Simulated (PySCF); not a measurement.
# Structure from 2D NMR

Compound of formula C6H10O2. Correlations simulated from computed shifts and the bond graph:

HSQC (one-bond C–H):
| δH | δC |
| --- | --- |
| 10.43 | 190.7 |
| 7.06 | 167.8 |
| 5.21 | 115.3 |
| 4.00 | 80.7 |
| 1.38 | 24.9 |

COSY cross peaks (H two or three bonds apart, from the bond graph; peaks can be absent where the dihedral angle is near 90°):
| δH | δH |
| --- | --- |
| 10.43 | 5.21 |
| 7.06 | 5.21 |
| 4.00 | 1.38 |

HMBC (two and three bonds, from the bond graph):
| δH | δC |
| --- | --- |
| 10.43 | 167.8, 115.3 |
| 7.06 | 190.7, 115.3, 80.7 |
| 5.21 | 190.7, 167.8 |
| 4.00 | 167.8, 24.9 |
| 1.38 | 80.7, 24.9 |

PySCF calculation with shielding tensors at PBE0/pcSseg-1 (GIAO) and coordinates at the GFN2-xTB level; averaged over atoms made equivalent by symmetry, fast rotation or ring inversion, non-relativistic Hamiltonian, one conformer, isolated molecule.

δ = σ(ref) − σ, references computed at the same level: TMS for 1H, 13C.

Exchangeable hydrogens are left out of these lists.

Question: Which molecule is this?

Answer: `InChI=1S/C6H10O2/c1-6(2)8-5-3-4-7/h3-6H,1-2H3/b5-3-`.

Numbering as in the mapped SMILES `[CH3:1][CH:2]([CH3:3])[O:4]/[CH:5]=[CH:6]\[CH:7]=[O:8]`. Each H is labelled by its parent atom.

- δC 190.7 is C7, an aldehyde carbonyl carbon (δH 10.43).
- δC 167.8 is C5, an alkene carbon bearing oxygen (δH 7.06).
- δC 115.3 is C6, a β carbon of an enol-ether or enamine type C=C (δH 5.21).
- δC 80.7 is C2, an sp3 CH bonded to O (δH 4.00).
- δC 24.9 is C1/C3, a methyl carbon (δH 1.38).
- COSY links 10.43–5.21, 7.06–5.21, 4.00–1.38.

This is the structure that produced the data.

Shifts are as computed. Against solution values, carbons near 30 ppm lie about +3 ppm off and those near 130 ppm about +5 ppm. Of 1211 compounds with measured shifts, 218 miss one by over three times the rms of a fit or turn the order of signals round; such compounds aren't used in these exercises.
